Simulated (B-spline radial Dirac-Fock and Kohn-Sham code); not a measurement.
## What relativity does to the binding energies of Br²⁺

System: the Br²⁺ ion, configuration 1s2 2s2 2p6 3s2 3p6 3d10 4s2 4p3.

Both columns are ΔSCF binding energies of the configuration average from a radial finite-basis atomic code: non-relativistic Hartree-Fock with a point nucleus, and Dirac-Fock with a finite nucleus and the Coulomb interaction alone, averaged over the two j levels with weights 2j+1.

```csv
shell,Hartree-Fock (eV),Dirac-Fock (eV),shift (eV),shift (%)
1s,13309.7,13538.7,+228.97,+1.72
2s,1773.8,1825.7,+51.89,+2.93
3s,286.0,294.8,+8.78,+3.07
3d,104.7,103.0,-1.71,-1.63
4s,46.78,47.70,+0.92,+1.96
4p,33.05,33.11,+0.06,+0.17
```

Relativity binds 1s, 2s, 3s, 4s, 4p more strongly, among those listed most of all 3s in relative terms, and 3d more weakly, because the contracted s and p shells screen the nucleus better.

Values without a named source are computed, but for edge energies of neutral atoms, which are taken from tables.
